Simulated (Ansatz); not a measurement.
Single points on WOF₄.

```yaml
crystal:
  periodic: [false, false, false]
  atoms:
    - {symbol: W, position_ang: [0.000050, -0.000212, 0.042613]}
    - {symbol: O, position_ang: [0.003360, -0.006569, 1.712652]}
    - {symbol: F, position_ang: [1.788257, 0.013614, -0.442590]}
    - {symbol: F, position_ang: [-0.011893, 1.790950, -0.431670]}
    - {symbol: F, position_ang: [-1.790061, -0.010087, -0.435623]}
    - {symbol: F, position_ang: [0.010298, -1.787697, -0.445382]}
basis:
  gaussian: {orbitals: def2-TZVP, initial_orbitals: start.molden}
hamiltonian: {xc: {text: "exchange = 0.90*pbe_x + 0.10*exact_x\ncorrelation = pbe_c"}}
scf: {omitted_lower_state_checks: [starts]}
output: {orbitals: {seedname: orbitals}}
```

The file start.molden holds the orbitals of an earlier run on this structure, at another level or in another basis.

```sh
$ ansatz run in.yaml --threads 4 --pin off --events-out ev --progress --plain --max-ram 3916MiB
```

It prints (some lines left out):

```
Functional definition: unnamed
1099 factors; their error is unknown
mean field evaluation 1: about -14741.8646 eV, gradient 7.8e0 eV
mean field evaluation 2: about -14741.9484 eV, gradient 7.7e-2 eV
mean field evaluation 4: about -14741.9738 eV, gradient 4.3e-5 eV
mean field -14741.97382900 eV, -541.7575457472 hartree, gradient 5.4e-5 eV, S^2 0.000000; 0 other end points of the search recorded, 0 dependent functions left out
reference -14741.97386516 eV, -541.7575470757 hartree; 29, 29 occupied and 166, 166 virtual orbitals, 1099 factors
Total energy: -14741.97386516 eV, -541.7575470757 hartree
Checks for a lower state left out: starts
```

Run time 2.2 s (4 threads of Intel Xeon on a shared host).

First input, but with `gaussian: {orbitals: def2-TZVPD, initial_orbitals: start.molden}`, `hamiltonian: {xc: pbe0, dispersion: d4}` (abridged; 3.9 s):

```
Functional definition: PBE0
mean field -14740.66333775 eV, -541.7093860818 hartree, gradient 7.3e-6 eV, S^2 0.000000
Total energy: -14740.77300382 eV, -541.7134162356 hartree
Checks for a lower state left out: starts
```

Geometry: PBE0-D4/def2-SVP.

In the def2 sets W takes a core potential; there is no spin–orbit coupling.
